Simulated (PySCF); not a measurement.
Si(H)2(OMe)(NH2) (CH₇NOSi), SMILES CO[SiH2]N.

The structure is a stationary point at B3LYP-D3(BJ)/def2-SVP. Other conformers were not sampled.

Calculation: PBE/def2-TZVP (PySCF).

Symmetry labels are those of the subgroup Cs that the program uses (full group Cs).

Computed valence orbital energies around the gap with their symmetry:
```tsv
orbital	symmetry	energy (eV)
HOMO−7	A'	-11.20
HOMO−6	A'	-10.76
HOMO−5	A"	-10.75
HOMO−4	A'	-9.25
HOMO−3	A"	-8.19
HOMO−2	A'	-7.07
HOMO−1	A'	-6.35
HOMO	A"	-6.32
LUMO	A'	-0.15
LUMO+1	A'	0.36
LUMO+2	A'	1.24
LUMO+3	A'	1.52
```
